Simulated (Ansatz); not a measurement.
The same path of C2H8BCl2N (14 atoms, charge 0, multiplicity 1) was run twice with different band settings. Lost on the way: B1–Cl2, N8–H14. Made: Cl2–H14.

Method: RKS revPBE-D4/6-31G* (Ansatz 0.2.0).

Relaxed end points:

```xyz
14
Properties=species:S:1:pos:R:3
B 0.084 0.168 0.260
Cl 0.458 -0.776 1.833
C 1.275 0.159 -0.806
H 1.394 -0.860 -1.210
H 1.074 0.824 -1.668
H 2.247 0.445 -0.365
Cl -1.578 -0.314 -0.474
N -0.225 1.705 0.782
H -0.623 2.217 -0.018
C 0.927 2.461 1.364
H 1.345 1.856 2.180
H 1.685 2.594 0.581
H 0.594 3.440 1.740
H -0.984 1.628 1.475
```

```xyz
14
Properties=species:S:1:pos:R:3
B 0.013 0.747 -0.468
Cl -0.335 -0.240 3.094
C 1.369 0.083 -0.914
H 1.295 -1.016 -0.835
H 1.557 0.300 -1.983
H 2.252 0.411 -0.341
Cl -1.523 0.196 -1.230
N -0.133 1.743 0.538
H -1.065 2.148 0.657
C 0.932 2.532 1.173
H 1.886 1.993 1.092
H 1.041 3.518 0.686
H 0.712 2.684 2.243
H -0.328 0.448 1.960
```

Common settings: climbing image yes; spring 5.0 eV/Å²; optimiser quadratic models (default); start path through a guess of the saddle point; force threshold 0.03 eV/Å; iteration limit 60; end points relaxed.

| run | movable images |
| --- | --- |
| 1 | 9 |
| 2 | 1 |

(1) What does each run give, and how far can it be trusted?

Results:

(1) Run 1: converged after 16 iterations, highest image 1.247 eV above the first end. A vibrational analysis at the climbing image gives one clearly imaginary mode, 607i cm⁻¹: a first-order saddle point.
Run 2: converged after 22 iterations, highest image 1.247 eV above the first end. Neighbouring images differ by up to 1.2 eV, so the band resolves the path poorly. Another band between the same ends (9 images) ends at a top of the same energy, where a vibrational analysis finds 1 clearly imaginary mode. So few images can step over the top or miss a turn of the path.
The orbitals stay closed-shell, which can raise the energy where a bond breaks towards radicals; this wasn't checked here.
